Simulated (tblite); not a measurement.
Give a GFN2-xTB geometry of `CCOC1=C[C@H](F)[SiH2]1`.

Z-matrix in Å and degrees, rows numbered from 1:
```
C 
C   1  1.5189
O   2  1.4211  1  108.33
C   3  1.3437  2  116.30  1  -178.96
C   4  1.3455  3  131.95  2     1.90
C   5  1.5043  4  103.90  3   177.61
F   6  1.3951  5  112.85  4   117.60
Si  4  1.8987  3  132.24  2   179.46
H   1  1.0866  2  109.97  3   -59.33
H   1  1.0863  2  109.87  3  -179.55
H   1  1.0867  2  109.95  3    60.17
H   2  1.0983  1  110.77  3   119.92
H   2  1.0986  1  110.75  3  -119.85
H   5  1.0771  4  131.14  3    -3.27
H   6  1.0942  5  114.57  4  -122.78
H   8  1.4607  4  117.67  3   -67.41
H   8  1.4572  4  117.61  3    73.34
```

The 4-membered ring C4–C5–C6–Si8 has internal angles of 71.5° to 103.9°; it is planar, 0.00 Å rms from its mean plane, widest ring torsion 1°. Si8 (SiH2 silicon) has angles from 71.5° to 117.7°. Of the pairs four or more bonds apart, C5···H13 is among the closest relative to their van der Waals radii: 2.81 Å, 97 % of the sum of Bondi's values. The C–O distances run from 1.344 Å (O3–C4, drawn single) to 1.421 Å (C2–O3, drawn single), a spread of 0.077 Å.

Structure optimised with GFN2-xTB, isolated species.

Point group: C1 (no symmetry element, even within 0.4 Å). Its GFN2-xTB frequencies are all real (lowest 54 cm⁻¹). One conformer, not necessarily the lowest (C1–C2–O3–C4 -179°, C2–O3–C4–C5 2°). 2 starts were optimised and ended at 0.00 and 1.15 kcal/mol (GFN2-xTB); the lowest of these is shown.

These are computed values.
